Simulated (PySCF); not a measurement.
B(GeH3)(H)(OH) (BGeH₅O), SMILES O[BH][GeH3]. Atoms are numbered in the order given.

```xyz
8

B      0.6025    -1.2329     0.0000
Ge    -0.0296     0.7492     0.0000
H      0.4807     1.5115    -1.2400
H     -1.5753     0.8529     0.0000
H      0.4807     1.5115     1.2400
H      1.7785    -1.5235     0.0000
O     -0.2557    -2.2690     0.0000
H     -1.1844    -2.0103     0.0000
```
Charge 0, spin multiplicity 1.

Coordinates come from a PBE0-D3(BJ)/def2-SVP optimisation. Other conformers were not sampled.

All values below come from HF/pcSseg-1 (PySCF).

GIAO shieldings, no solvent; atoms alike by connectivity are averaged. δ = σ(ref) − σ: ¹¹B against BF3 (σ = 102.7 ppm); ⁷³Ge against GeH4 (σ = 1776.1 ppm); ¹H against TMS (σ = 31.99 ppm); ¹⁷O against H2O (σ = 333.0 ppm), references at their B3LYP-D3(BJ)/def2-TZVP geometries, non-relativistic.

```csv
nucleus,atoms,count,δ (ppm)
¹¹B,B1,1,49.1
⁷³Ge,Ge2,1,-12.9
¹H,H8,1,6.61
¹H,H6,1,6.28
¹H,"H3, H4, H5",3,3.50
¹⁷O,O7,1,211.8
```
